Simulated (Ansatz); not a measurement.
[closo-2-(I)B5H4]2- (B5H4I²⁻). Charge -2, multiplicity 1. Geometry PBE0-D4/def2-SVPD, basis def2-TZVPD, Ansatz.

```xyz
10

B     0.502    0.681   -0.296
B    -0.917   -0.371   -0.523
B    -0.792    0.766    0.724
B     0.679   -0.921   -0.657
B     0.221   -0.574    0.935
I     1.798    2.438   -1.063
H    -1.912   -0.744   -1.128
H    -1.454    1.572    1.352
H     1.378   -1.674   -1.308
H     0.498   -1.174    1.964
```

```json
{"run": "A", "HOMO (eV)": "3.35", "LUMO (eV)": "4.87"}
{"run": "B", "HOMO (eV)": "3.81", "LUMO (eV)": "5.00"}
{"run": "C", "HOMO (eV)": "4.20", "LUMO (eV)": "4.57"}
{"run": "D", "HOMO (eV)": "4.27", "LUMO (eV)": "4.49"}
{"run": "E", "HOMO (eV)": "4.16", "LUMO (eV)": "4.94"}
```

In the def2 sets I takes a core potential; there is no spin–orbit coupling. A multiply charged anion in the gas phase is held together partly by the finite basis.

Problem. The runs used PBE, PBE0, r2SCAN, r2SCANh, revPBE. Estimate which is which.

Solution. A PBE0 (25 % exact exchange); B r2SCANh (10 % exact exchange); C PBE (0 % exact exchange); D revPBE (0 % exact exchange); E r2SCAN (0 % exact exchange). Exact exchange lowers occupied and raises empty levels; among semilocal functionals meta-GGAs tend to open the gap a little, and such runs are hard to tell apart. The gap grows from 0.22 eV (revPBE) to 1.51 eV (PBE0). At PBE0-D4/def2-TZVPD, r2SCANh-D4/def2-TZVPD, PBE-D4/def2-TZVPD, revPBE-D4/def2-TZVPD and others the highest occupied level of the charge -2 singlet lies above zero (up to 4.27 eV). The electron is either unbound and held by the finite basis, or the level is raised by self-interaction error.
